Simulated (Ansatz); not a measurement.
```yaml
crystal:
  periodic: [false, false, false]
  atoms:
    - {symbol: O, position_ang: [-1.755969, 0.671687, -0.830019]}
    - {symbol: Si, position_ang: [-0.893922, 0.764436, 0.574115]}
    - {symbol: Si, position_ang: [0.723540, -0.930175, 0.476184]}
    - {symbol: S, position_ang: [1.410046, -0.896398, -1.571922]}
    - {symbol: H, position_ang: [-1.258027, 0.354912, -1.589658]}
    - {symbol: H, position_ang: [-1.853881, 0.629170, 1.697850]}
    - {symbol: H, position_ang: [-0.192728, 2.075076, 0.708141]}
    - {symbol: H, position_ang: [0.143595, -2.290648, 0.618871]}
    - {symbol: H, position_ang: [1.858576, -0.782540, 1.426632]}
    - {symbol: H, position_ang: [1.901970, 0.353279, -1.507195]}
basis:
  gaussian: {orbitals: "6-31G*"}
hamiltonian: {xc: {name: B3LYP}, dispersion: d4}
scf: {max_iter: 3}
output: {forces: true}
```

```sh
$ ansatz run in.yaml --threads 2 --pin off --events-out ev --progress --plain --max-ram 4352MiB
```

(1) How does Ansatz answer? (Estimate.)

## Answers

(1) The calculation gave: The program refused the input.
```
Error: invalid value for `basis.gaussian`: such a run doesn't read scf.max_iter; remove what it names
```

B3LYP here is the variant with VWN-RPA as its local correlation; programs differ in this.
